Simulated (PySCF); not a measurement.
## State search for SnH

Unrestricted PBE0; basis Sn def2-SVP with ECP28, H def2-SVP; scalar-relativistic core potentials; PySCF 2.14. Outer shells of the fragments: Sn 4d10 5s2 5p2; H 1s1.

Followed along the bond (rough minima from three points):

| 2Ms+1 | unpaired | ⟨S²⟩ at the start | R at minimum (Å) | Te (eV) |
| --- | --- | --- | --- | --- |
| 2 | π ↑ | 0.75 | 1.79 | 0.00 |
| 4 | σ ↑, π ↑↑ | 3.75 | 1.78 | 1.90 |

Solutions found at the starting distance of 1.670 Å, counted from the lowest of them; the search is not exhaustive and high or unbound solutions are not listed, so other states can lie among these:

```
2Ms+1   unpaired   term  E (eV)  ⟨S²⟩  ⟨Lz²⟩  μ (D)
    2        π ↑     ²Π    0.00  0.75   1.00  -0.03
    4  σ ↑, π ↑↑    ⁴Σ⁻    1.86  3.75   0.00   0.09
    2  σ ↓, π ↑↑  mixed    2.49  1.77   0.00   0.42
    2  σ ↑, π ↑↓  mixed    2.51  1.76   2.01   0.28
    2        σ ↑  mixed    3.36  0.76   2.00   0.29
    4  σ ↑↑, π ↑     ⁴Π    5.85  3.75   1.00   0.94
    2        π ↑     ²Π    7.39  0.79   1.00   0.14
```

A term symbol is given only where ⟨S²⟩ and ⟨Lz²⟩ are close to those of a pure state; real π, δ and φ orbitals otherwise mix terms. A positive dipole means Sn(−)H(+).

Spin–orbit coupling is left out. Counting both spins, an empty level lies below a filled one in some of these solutions, because spin and occupation are held.
